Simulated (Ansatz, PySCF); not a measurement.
boron oxyfluoride (BFO), SMILES O=BF. Atoms are numbered in the order given.

```xyz
3

F      0.0000     0.0000    -1.1956
B      0.0000     0.0000     0.0865
O      0.0000     0.0000     1.2925
```

The structure is a stationary point at PBE0-D3(BJ)/def2-TZVP.

Two levels are set side by side: PBE-D3(BJ)/def2-TZVP (Ansatz, an electronic-structure program) and PBE0-D3(BJ)/def2-TZVP (Ansatz). Each level has its own optimised geometry; the coordinates shown are those of the second. Frequencies come from the Hessian of PySCF at each geometry. Differences are taken from unrounded values.

```json
[
 {"quantity": "mean bond length (Å)", "PBE0-D3(BJ)": "1.244", "PBE-D3(BJ)": "1.257", "PBE-D3(BJ) minus PBE0-D3(BJ)": "0.013"},
 {"quantity": "bond F1–B2 (Å)", "PBE0-D3(BJ)": "1.282", "PBE-D3(BJ)": "1.295", "PBE-D3(BJ) minus PBE0-D3(BJ)": "0.013"},
 {"quantity": "bond B2–O3 (Å)", "PBE0-D3(BJ)": "1.206", "PBE-D3(BJ)": "1.219", "PBE-D3(BJ) minus PBE0-D3(BJ)": "0.013"},
 {"quantity": "highest harmonic wavenumber (cm⁻¹)", "PBE0-D3(BJ)": "2150", "PBE-D3(BJ)": "2067", "PBE-D3(BJ) minus PBE0-D3(BJ)": "-83"},
 {"quantity": "mean harmonic wavenumber (cm⁻¹)", "PBE0-D3(BJ)": "1053", "PBE-D3(BJ)": "1010", "PBE-D3(BJ) minus PBE0-D3(BJ)": "-43"},
 {"quantity": "zero-point energy (kcal/mol)", "PBE0-D3(BJ)": "6.02", "PBE-D3(BJ)": "5.77", "PBE-D3(BJ) minus PBE0-D3(BJ)": "-0.25"}
]
```

GGA bonds tend to be longer and softer than those of functionals with exact exchange. Differences between two approximate levels are no errors against the true value.
